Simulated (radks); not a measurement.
Initial-state core-level shifts of the tellurium ion Te+ when its valence configuration changes from [Kr] 4d10 5s2 5p3. Calculated with a radial shooting solver on a logarithmic mesh with Libxc functionals: Dirac Kohn-Sham, LDA (Slater exchange, Perdew-Wang correlation), spin-unpolarised, spherical densities, finite nucleus; open shells fill j = l - 1/2 first; Fermi nuclear charge, rms radius 4.7423 fm. Shifts are changes of the shell-averaged eigenvalues in eV (positive: less bound); the change of the density at the nucleus, which sets a Mossbauer isomer shift, is in e/bohr^3, on a base of 2.27e+05.

| valence | 1s | 2s | 2p | 3p | density at nucleus |
|---|---|---|---|---|---|
| 4d10 5s1 5p4 | -1.557 | -1.524 | -1.517 | -1.540 | -62.38 |
| 4d10 5p5 | -3.058 | -2.993 | -2.980 | -3.027 | -128.03 |
| 4d9.5 5s2 5p3.5 | -4.504 | -4.776 | -4.757 | -4.558 | +12.43 |
| 4d9 5s2 5p4 | -9.063 | -9.623 | -9.585 | -9.165 | +25.12 |
| 4d7 5s2 5p6 | -27.872 | -29.732 | -29.610 | -28.086 | +78.29 |
| 4d8 5s2 5p5 | -18.351 | -19.532 | -19.453 | -18.527 | +51.23 |
| 4d9 5p6 | -11.971 | -12.478 | -12.424 | -12.052 | -116.57 |
| 4d10 5s1.5 5p3.5 | -0.786 | -0.769 | -0.766 | -0.777 | -30.77 |
| 4d9 5s0.5 5p5.5 | -11.261 | -11.780 | -11.730 | -11.346 | -80.01 |
